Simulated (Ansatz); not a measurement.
`N#C[CH2][AlH2]` + `N[SiH3]` → `[AlH2][NH][SiH3]` + `CC#N` at 298.15 K and 1 bar (ligand exchange at the Al–C bond).

Isolated molecules relaxed with PBE0-D4/def2-TZVP in Ansatz; ΔE leaves out vibrations. CBS: MP2 limit from def2 TZ/QZ plus the TZ coupled-cluster correction, frozen cores. This one scheme is used for every species.

```
           species  CCSD(T)/CBS energy (Eh)  H − E (kJ/mol)  S (J/(mol·K))
  `N#C[CH2][AlH2]`               -375.19563           144.8          317.2
         `N[SiH3]`               -346.80422           145.7          264.3
`[AlH2][NH][SiH3]`               -589.44550           161.8          314.0
            `CC#N`               -132.59492           131.1          242.3
```

H − E and S are ideal-gas, rigid-rotor, harmonic terms from PBE0-D4/def2-TZVP. 1 Eh = 2625.50 kJ/mol, R = 8.31446 J/(mol·K).

By hand: ΔE, ΔH, ΔS and ΔG.

ΔE = (-589.44550) + (-132.59492) − (-375.19563) − (-346.80422) = -0.04057 Eh = -106.5 kJ/mol. Δ(H − E) = 161.8 + 131.1 − 144.8 − 145.7 = 2.4, so ΔH = -104.1 kJ/mol. ΔS = 314.0 + 242.3 − 317.2 − 264.3 = -25.2 J/(mol·K). ΔG = -104.1 − 298.15 × (-25.2)/1000 = -96.6 kJ/mol.

By hand: the equilibrium constant, and the temperature at which ΔG would vanish if ΔH and ΔS stayed fixed.

log₁₀ K = −ΔG/(RT ln 10) = 16.9. ΔG = 0 at ΔH/ΔS = 4131 K, far beyond where these terms or the molecules hold.

ΔH outweighs TΔS. A doubt of 5 kJ/mol in ΔE shifts log₁₀ K by 0.9 here. Modes under 60 cm⁻¹, often nearly free rotors, make the harmonic entropy too high. These are equilibria of isolated gas molecules and say nothing of rates. Largest T1 diagnostic: 0.013 (customary marks: 0.02 for closed shells, 0.045 for open ones).
